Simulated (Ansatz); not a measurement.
The cluster InAs₂⁻. The state is a singlet with charge -1. Geometry r2SCAN-D4/def2-TZVPD.

Cartesian coordinates in Å:
```
In -0.877 -1.369 0.379
As 0.894 0.680 0.850
As -0.016 0.689 -1.229
```

In the def2 sets In takes a core potential; there is no spin–orbit coupling. At LDA (SPW92)/def2-TZVPD, PBE-D4/def2-SVPD, PBE-D4/def2-TZVPD, r2SCAN-D4/def2-TZVPD and others the highest occupied level of the charge -1 singlet lies above zero (up to 0.62 eV). By energy differences its removal costs 1.87 eV (vertical, to the charge 0 doublet, at PBE0-D4/def2-TZVPD). The structure comes from a short search, and lower isomers may exist.

Task: Estimate the orbital energies around the gap (eV) in Ansatz with LDA (SPW92)/def2-TZVPD, PBE-D4/def2-SVPD, PBE-D4/def2-TZVPD, r2SCAN-D4/def2-TZVPD, r2SCANh-D4/def2-TZVPD.

Result: 
```
orbital  LDA (SPW92)/def2-TZVPD  PBE-D4/def2-SVPD  PBE-D4/def2-TZVPD  r2SCAN-D4/def2-TZVPD  r2SCANh-D4/def2-TZVPD
 HOMO−9                  -13.13            -13.06             -13.08                -13.69                 -14.64
 HOMO−8                  -13.05            -12.98             -13.00                -13.60                 -14.55
 HOMO−7                  -13.05            -12.97             -12.99                -13.59                 -14.54
 HOMO−6                  -11.03            -10.81             -10.84                -11.46                 -12.15
 HOMO−5                   -7.26             -6.97              -7.04                 -7.45                  -7.98
 HOMO−4                   -4.09             -3.77              -3.84                 -4.11                  -4.54
 HOMO−3                   -1.88             -1.68              -1.73                 -1.99                  -2.34
 HOMO−2                   -1.77             -1.52              -1.60                 -1.84                  -2.13
 HOMO−1                   -0.62             -0.34              -0.44                 -0.64                  -0.93
   HOMO                    0.36              0.62               0.51                  0.36                   0.06
   LUMO                    0.91              1.20               1.10                  1.09                   1.36
 LUMO+1                    1.98              2.32               2.17                  2.34                   2.54
 LUMO+2                    2.86              3.15               2.91                  3.40                   3.53
 LUMO+3                    2.95              3.39               3.08                  3.46                   3.54
 LUMO+4                    3.38              3.87               3.50                  3.93                   4.06
 LUMO+5                    3.63              4.06               3.77                  4.18                   4.37
```
